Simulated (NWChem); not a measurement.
Correlation energy of OSe

```xyz
2

O      0.0000     0.0000     1.3410
Se     0.0000     0.0000    -0.3155
```
Charge 0, spin multiplicity 3.

Everything below was run with NWChem. All single points use one geometry, from UB3LYP/def2-SVP, a minimum by its harmonic frequencies.

Basis set: STO-3G. Each correlation energy counts from its own Hartree-Fock reference.

The Hamiltonian is non-relativistic. The correlated methods keep 10 core orbitals frozen. The structure started from a generated list of species. The unpaired electrons of the parent sit in orbitals of symmetry b1 and b2 (C2v labels of the run); other states weren't searched. No SCF solution was tested for a lower state. Open-shell Hartree-Fock references start from PBE0 orbitals. No row is a measurement; the coupled-cluster row has its own basis-set and correlation limits.

### Question
For the correlation energy, CCSD on UHF gives -91.2 mHa and CCSD on ROHF gives -93.4 mHa. What do CCSD[T] on UHF, CCSD(T) on ROHF, SCS-UMP2 give?

### Answer
CCSD[T] on UHF: -93.1 mHa; CCSD(T) on ROHF: -94.8 mHa; SCS-UMP2: -57.9 mHa.
